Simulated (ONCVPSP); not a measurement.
**Reading a pseudo-wave (technetium (Tc))**

Columns: radius, all-electron u(r) and pseudo u(r) of the 4s shell (level -80.94 eV) of technetium in the configuration [Ar] 3d10 4s2 4p6 4d5 5s1; PBE, scalar-relativistic, ONCV scheme, ONCVPSP 4.0.1.

```json
{"r (bohr)": "0.110", "all-electron": "0.3858", "pseudo": "0.1778"}
{"r (bohr)": "0.220", "all-electron": "-0.3285", "pseudo": "0.3514"}
{"r (bohr)": "0.330", "all-electron": "-0.6083", "pseudo": "0.5159"}
{"r (bohr)": "0.440", "all-electron": "-0.2665", "pseudo": "0.6657"}
{"r (bohr)": "0.550", "all-electron": "0.2576", "pseudo": "0.7944"}
{"r (bohr)": "0.660", "all-electron": "0.7011", "pseudo": "0.8954"}
{"r (bohr)": "0.770", "all-electron": "0.9839", "pseudo": "0.9635"}
{"r (bohr)": "0.880", "all-electron": "1.1137", "pseudo": "0.9951"}
{"r (bohr)": "0.990", "all-electron": "1.1276", "pseudo": "0.9900"}
{"r (bohr)": "1.100", "all-electron": "1.0661", "pseudo": "0.9510"}
{"r (bohr)": "1.210", "all-electron": "0.9630", "pseudo": "0.8840"}
{"r (bohr)": "1.320", "all-electron": "0.8424", "pseudo": "0.7968"}
{"r (bohr)": "1.430", "all-electron": "0.7200", "pseudo": "0.6982"}
{"r (bohr)": "1.540", "all-electron": "0.6047", "pseudo": "0.5966"}
{"r (bohr)": "1.650", "all-electron": "0.5011", "pseudo": "0.4990"}
{"r (bohr)": "1.760", "all-electron": "0.4109", "pseudo": "0.4107"}
{"r (bohr)": "1.870", "all-electron": "0.3342", "pseudo": "0.3342"}
{"r (bohr)": "1.980", "all-electron": "0.2701", "pseudo": "0.2700"}
{"r (bohr)": "2.090", "all-electron": "0.2170", "pseudo": "0.2170"}
{"r (bohr)": "2.200", "all-electron": "0.1736", "pseudo": "0.1736"}
{"r (bohr)": "2.310", "all-electron": "0.1383", "pseudo": "0.1383"}
{"r (bohr)": "2.420", "all-electron": "0.1099", "pseudo": "0.1099"}
{"r (bohr)": "2.530", "all-electron": "0.0870", "pseudo": "0.0870"}
{"r (bohr)": "2.640", "all-electron": "0.0688", "pseudo": "0.0688"}
{"r (bohr)": "2.750", "all-electron": "0.0542", "pseudo": "0.0542"}
{"r (bohr)": "2.860", "all-electron": "0.0427", "pseudo": "0.0427"}
```

How many radial nodes do the two functions have?

The all-electron 4s function has n − l − 1 = 3 (the table is too coarse to show those close to the nucleus); the pseudo-wave has 0, since the states of the same l below it are removed with the core.

At about which radius was the pseudo-wave matched?

1.90 bohr. The columns agree to 0.0005 from 1.76 bohr on; several derivatives are matched, so the curves merge somewhat inside the radius.

Is the pseudo-wave norm-conserving?

Yes: the ONCV scheme keeps the norm inside the radius equal to the all-electron one, which fixes the energy derivative of the logarithmic derivative at the level.
